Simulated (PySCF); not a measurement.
Al(H)(OH)2(HOMe), CH7AlO3, singlet (PBE0/def2-SVP optimised geometry):

```
12

Al    -0.496    -1.525     0.000
H     -1.278    -2.011     1.296
O     -1.260    -1.699    -1.539
H     -2.058    -2.211    -1.675
O      1.252    -1.525     0.000
H      1.842    -2.262     0.149
C     -0.785     1.290    -0.990
O     -0.231     0.428     0.000
H     -0.273     2.262    -0.959
H     -1.842     1.437    -0.737
H     -0.718     0.836    -1.989
H      0.742     0.336    -0.081
```

Level of theory: PBE0/def2-TZVP in PySCF 2.14.0.

Task: What are the frontier orbital energies and the dipole moment?

Result: HOMO-2 -8.69 eV, HOMO-1 -8.15 eV, HOMO -7.76 eV, LUMO 0.67 eV, LUMO+1 0.98 eV; dipole moment 2.05 D.

On the same geometry PBE/def2-TZVP (PySCF) gives HOMO-2 -6.97 eV, HOMO-1 -6.46 eV, HOMO -6.30 eV, LUMO -0.24 eV, LUMO+1 0.20 eV; dipole moment 2.04 D.

Meta-Löwdin charges at PBE0/def2-TZVP: Al1 0.96, H2 -0.20, O3 -0.82, H4 0.34, O5 -0.83, H6 0.35, C7 -0.13, O8 -0.45, H9 0.12, H10 0.14, H11 0.14, H12 0.38.
